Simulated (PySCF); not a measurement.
**V(2+) (vanadium, charge +2) across methods**

[Ar] 3d2 4p1, one real determinant (an excited configuration). All numbers are calculated (PySCF 2.14, scalar relativity by spin-free X2C-1e, in aug-cc-pVTZ-DK (8s7p5d3f2g, 93 functions)). The B2PLYP total includes its PT2 part (frozen core); its orbital energies are those of the SCF part.

```json
{"method": "PBE", "E (hartree)": "-947.760", "mean ε 3p β (eV)": "-66.432", "mean ε 3d α (eV)": "-29.095", "mean ε 4p α (eV)": "-16.060", "Σ⟨r²⟩ (bohr²)": "24.15", "⟨S²⟩": "3.750"}
{"method": "r2SCAN", "E (hartree)": "-947.961", "mean ε 3p β (eV)": "-67.350", "mean ε 3d α (eV)": "-29.716", "mean ε 4p α (eV)": "-16.080", "Σ⟨r²⟩ (bohr²)": "24.19", "⟨S²⟩": "3.751"}
{"method": "PBE0", "E (hartree)": "-947.799", "mean ε 3p β (eV)": "-69.318", "mean ε 3d α (eV)": "-31.502", "mean ε 4p α (eV)": "-16.668", "Σ⟨r²⟩ (bohr²)": "24.24", "⟨S²⟩": "3.751"}
{"method": "UHF", "E (hartree)": "-947.05773", "mean ε 3p β (eV)": "-76.538", "mean ε 3d α (eV)": "-38.065", "mean ε 4p α (eV)": "-18.042", "Σ⟨r²⟩ (bohr²)": "24.85", "⟨S²⟩": "3.753"}
{"method": "r2SCANh", "E (hartree)": "-947.957", "mean ε 3p β (eV)": "-68.379", "mean ε 3d α (eV)": "-30.616", "mean ε 4p α (eV)": "-16.314", "Σ⟨r²⟩ (bohr²)": "24.22", "⟨S²⟩": "3.751"}
{"method": "M06-L", "E (hartree)": "-947.936", "mean ε 3p β (eV)": "-67.442", "mean ε 3d α (eV)": "-29.266", "mean ε 4p α (eV)": "-15.867", "Σ⟨r²⟩ (bohr²)": "24.24", "⟨S²⟩": "3.751"}
{"method": "LDA", "E (hartree)": "-945.753", "mean ε 3p β (eV)": "-66.497", "mean ε 3d α (eV)": "-29.050", "mean ε 4p α (eV)": "-16.079", "Σ⟨r²⟩ (bohr²)": "24.07", "⟨S²⟩": "3.750"}
{"method": "M06", "E (hartree)": "-947.942", "mean ε 3p β (eV)": "-69.560", "mean ε 3d α (eV)": "-30.802", "mean ε 4p α (eV)": "-16.496", "Σ⟨r²⟩ (bohr²)": "24.25", "⟨S²⟩": "3.750"}
```

Task: Estimate the same row for B2PLYP.

Result: E (hartree) = -947.758; mean ε 3p β (eV) = -71.997; mean ε 3d α (eV) = -33.953; mean ε 4p α (eV) = -17.115; Σ⟨r²⟩ (bohr²) = 24.41; ⟨S²⟩ = 3.751.

⟨L²⟩ = 13.93 against 20 for a pure G term, so this real determinant mixes terms.
